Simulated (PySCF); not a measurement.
r2SCAN on Se⁻ (selenium, charge -1), [Ar] 3d10 4s2 4p5, 2P determinant. All numbers are calculated (PySCF 2.14, no relativity, point nucleus, in def2-TZVPPD).

```
cycle= 1 E= -2401.55210321764  delta_E= -0.0106  |g|= 0.0879  |ddm|= 0.152
cycle= 2 E= -2401.55267465966  delta_E= -0.000571  |g|= 0.0643  |ddm|= 0.066
cycle= 3 E= -2401.55315397673  delta_E= -0.000479  |g|= 0.00439  |ddm|= 0.0238
cycle= 4 E= -2401.55316210178  delta_E= -8.13e-06  |g|= 0.00249  |ddm|= 0.00835
cycle= 5 E= -2401.55316675104  delta_E= -4.65e-06  |g|= 0.00018  |ddm|= 0.00373
cycle= 6 E= -2401.55316686317  delta_E= -1.12e-07  |g|= 4.84e-05  |ddm|= 0.000847
cycle= 7 E= -2401.55316687093  delta_E= -7.76e-09  |g|= 5.11e-06  |ddm|= 0.000267
cycle= 8 E= -2401.55316687099  delta_E= -6.18e-11  |g|= 1.46e-07  |ddm|= 2.59e-05
converged SCF energy = -2401.55316687099  <S^2> = 0.75564583  2S+1 = 2.0056379
```

Highest occupied orbital energy: 0.801 eV; ⟨L²⟩ = 2.03; populations by l: s 8.00, p 17.00, d 10.00, f 0.00.

Question: Can this result be used?

Answer: With care. The run converged. At r2SCAN the highest occupied level has a positive energy, so only the finite basis holds that electron; in a semilocal or global hybrid functional this comes from self-interaction and does not mean that the real anion is unbound.
